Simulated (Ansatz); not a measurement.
The molecule LiN, multiplicity 3 (lowest of 2S+1 = 1, 3, 5 at CCSD(T)/def2-TZVPP on PBE0 minima; our sources give no spin for the ground state, which may be another).

The constants come from a fifth-degree fit in 1/R (seven points, main isotopes). In def2 and cc sets the state is the lowest found near the PBE0 minimum, followed along R.

Correlated levels freeze the inner cores; with def2 sets outer-core shells near the valence are correlated too.

The values were computed with Ansatz (Gaussian orbitals). Values without a source in brackets are computed.

Energies at B2PLYP/def2-TZVPP:

| R (Å) | E (hartree) |
|---|---|
| 1.725422 | -62.10572990 |
| 1.771804 | -62.10766746 |
| 1.814476 | -62.10862953 |
| 1.862714 | -62.10893888 |
| 1.910951 | -62.10857425 |
| 1.966610 | -62.10748571 |
| 2.031545 | -62.10551707 |

**Question.** With a reduced mass of 4.6741 u, find the minimum, the force constant and the constants.

**Answer.** A fifth-degree polynomial in 1/R puts the minimum at r_e = 1.8590 Å with force constant 128 N/m. Then ω_e = (1/2πc)√(k/μ) = 682 cm⁻¹ and B_e = h/(8π²cμr_e²) = 1.044 cm⁻¹; the cubic and quartic terms give α_e = 0.017 and ω_e x_e = 6.8 cm⁻¹.

Ansatz is a quantum-chemistry and plane-wave program.
